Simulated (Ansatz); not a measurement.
`B[C](=C)[AlH2]` and `BC(=C)[NH][GeH3]` differ in one atom or group.

Ansatz, PBE0-D4/def2-TZVP geometries, multiplicity 1. Each molecule was computed in one conformer, which needn't be the lowest.

Scalar relativity is left out up to krypton.

```tsv
property	`B[C](=C)[AlH2]`
HOMO–LUMO gap (ωB97M-V/def2-TZVPP) / eV	9.52
LUMO energy (PBE/def2-TZVPP) / eV	-3.34
HOMO energy (ωB97M-V/def2-TZVPP) / eV	-9.90
HOMO–LUMO gap (PBE0/def2-TZVPP) / eV	5.36
LUMO energy (B3LYP/def2-TZVPP) / eV	-2.55
HOMO–LUMO gap (B3LYP/def2-TZVPP) / eV	4.98
```

Problem. What does the change do to each property? (An estimate is asked.)

Solution. Computed: 
```tsv
property	`BC(=C)[NH][GeH3]`	shift
HOMO–LUMO gap (ωB97M-V/def2-TZVPP) / eV	8.40	-1.12
LUMO energy (PBE/def2-TZVPP) / eV	-2.84	0.50
HOMO energy (ωB97M-V/def2-TZVPP) / eV	-8.35	1.55
HOMO–LUMO gap (PBE0/def2-TZVPP) / eV	4.32	-1.04
LUMO energy (B3LYP/def2-TZVPP) / eV	-2.10	0.45
HOMO–LUMO gap (B3LYP/def2-TZVPP) / eV	3.92	-1.06
```

With PBE0 the HOMO rises by 1.49 eV and the LUMO rises by 0.44 eV, so the gap narrows by about 1.05 eV. PBE moves the HOMO by 1.28 eV and ωB97M-V by 1.55 eV.

B3LYP here is the variant with VWN-RPA as its local correlation; programs differ in this.
